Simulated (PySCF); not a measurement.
C₇H₈N₂O.
Numbering: `[O:1]=[CH:2][c:3]1[cH:4][cH:5][n:6][n:7]1[CH:8]1[CH2:9][CH2:10]1` (hydrogens: H11 on C2; H12 on C4; H13 on C5; H14 on C8; H15, H16 on C9; H17, H18 on C10)

Torsions of this conformer, `[O:1]=[CH:2][c:3]1[cH:4][cH:5][n:6][n:7]1[CH:8]1[CH2:9][CH2:10]1`: O1–C2–C3–C4 180°, N6–N7–C8–C9 -34°.

The closed-shell ground state was solved at several levels (PySCF, density fitting, gas phase, non-relativistic). Geometry: PBE0-D3(BJ)/def2-SVP, one conformer, isolated molecule.

| level | basis functions | total energy (Eh) | HOMO (eV) | LUMO (eV) | gap (eV) | dipole (D) |
| --- | --- | --- | --- | --- | --- | --- |
| PBE0/def2-SVPD | 267 | -455.4054 | -7.30 | -1.94 | 5.36 | 1.43 |
| B97-2/pcSseg-1 | 210 | -456.0162 | -7.03 | -1.88 | 5.15 | 1.37 |

What might PBE0/pcSseg-1 (210 basis functions) give for the same quantities?

Total energy -455.6561 Eh, HOMO -7.27 eV, LUMO -1.83 eV, gap 5.44 eV, dipole 1.37 D.

Over all these levels, which gives the widest orbital gap and which the narrowest?

PBE0/pcSseg-1 (global hybrid, 25 % exact exchange) has the widest, 5.44 eV, and B97-2/pcSseg-1 (global hybrid, 21 % exact exchange) the narrowest, 5.15 eV. The two share the basis. From the narrowest to the widest the HOMO moves by -0.24 eV and the LUMO by +0.05 eV.

How far do the dipole and the HOMO energy spread over the levels?

The dipole runs from 1.37 to 1.43 D (mean 1.39 D) and the HOMO from -7.30 to -7.03 eV.
